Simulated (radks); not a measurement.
Results of a calculation; reference values are marked as such.
Charge is removed step by step from the 3s1/2 level of neutral iron, starting from [Ar] 3d6 4s2. Level of theory: Dirac Kohn-Sham, PBE, spin-unpolarised, spherical densities, finite nucleus; open shells are shared between the two j in proportion to 2j + 1; Fermi nuclear charge, rms radius 3.7377 fm (a radial shooting solver on a logarithmic mesh with Libxc functionals).

removed (e)  E - E(0) (eV)  eigenvalue (eV)  E minus straight line (eV)
0                    0.000          -93.996                       0.000
0.125               11.863          -95.824                      -0.871
0.25                23.959          -97.725                      -1.510
0.375               36.297          -99.692                      -1.906
0.5                 48.885          -101.72                      -2.053
0.625               61.730          -103.81                      -1.942
0.75                74.839          -105.95                      -1.567
0.875               88.218          -108.14                      -0.922
1                   101.87          -110.37                       0.000

Removing the whole electron costs 101.87 eV by Delta-SCF, against 93.996 eV from minus the eigenvalue at the starting occupation. Slater's transition state (half an electron removed) gives 101.72 eV. Integrating minus the eigenvalue over the occupation (Janak's theorem) gives 101.87 eV. The mean slope of the eigenvalue, de/dn, is 16.4 eV per electron.
